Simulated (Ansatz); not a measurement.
`CN(C)[SiH](O)O` + `[OH][In]([OH])[OH]` → `C[O][In]([OH])[OH]` + `CN[SiH](O)O`  (substitution at a C–N bond)

Calculated with Ansatz (gas phase, PBE0-D4/def2-TZVP geometries, no zero-point term in ΔE). CCSD(T)/CBS adds triple-zeta CCSD(T) − MP2 to the extrapolated MP2 energy (def2 sets, frozen cores). DFT in def2-TZVPP. B3LYP here is the variant with VWN-RPA as its local correlation; programs differ in this. def2 core potentials past Kr. For In outer-core shells are correlated without core-valence functions, which leaves a few kJ/mol of doubt a bond. Each species was taken in one conformer, which may not be the lowest.

CCSD(T)/CBS gives +8.7 kcal/mol.

Problem. Another level gave +6.6 kcal/mol. Which?
A. B2PLYP/def2-TZVPP
B. HF/def2-TZVPP
C. B3LYP/def2-TZVPP
D. ωB97M-V/def2-TZVPP

Solution. C. B3LYP 6.6, ωB97M-V 8.8, HF/def2-TZVPP 5.1, B2PLYP 7.8 kcal/mol.

Largest T1 diagnostic among the species: 0.017.

The D4 term adds +1.3 kcal/mol with B3LYP and +0.7 kcal/mol with PBE0; it sums over pairs of atoms, weighted by their polarisabilities, and B3LYP, whose exchange is more repulsive, gets the larger term. In def2-TZVPP, CCSD(T) changes the Hartree–Fock value by +3.9 kcal/mol (the triples alone add +0.5 kcal/mol) and MP2 by +5.1 kcal/mol.
